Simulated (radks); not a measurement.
These are the eigenvalues of the occupied orbitals of an atom or ion with whole-number occupations (Ry). Method: Dirac Kohn-Sham, LDA (Slater exchange, Perdew-Wang correlation), spin-unpolarised, spherical densities, finite nucleus; Fermi nuclear charge, rms radius of each element as measured or else 0.836 A^(1/3) + 0.57 fm; computed with a radial shooting solver on a logarithmic mesh with Libxc functionals.

| orbital | eigenvalue |
|---|---|
| 1s1/2 | -2733.595 |
| 2s1/2 | -432.3542 |
| 2p1/2 | -407.5058 |
| 2p3/2 | -379.4858 |
| 3s1/2 | -91.56708 |
| 3p1/2 | -81.11155 |
| 3p3/2 | -75.69831 |
| 3d3/2 | -57.27540 |
| 3d5/2 | -56.12010 |
| 4s1/2 | -18.28352 |
| 4p1/2 | -14.48148 |
| 4p3/2 | -13.34390 |
| 4d3/2 | -7.12230 |
| 4d5/2 | -6.92914 |
| 5s1/2 | -2.90296 |
| 5p1/2 | -1.90843 |
| 5p3/2 | -1.75152 |
| 6s1/2 | -0.57458 |

Which element is it, and in what charge state? The configuration may be excited. Open shells, if any, fill j = l - 1/2 first.

Answer. Z = 56, barium, charge +1: Ba+ in [Xe] 6s1. The list shows which subshells hold electrons but not how many an open one holds; the 1s level, -1366.8 hartree, gives Z - s = 52.3 by -(Z - s)^2/2, which with screening and relativity narrows Z to a few neighbours, and the depths of the outer levels then fix element, charge and occupations together.
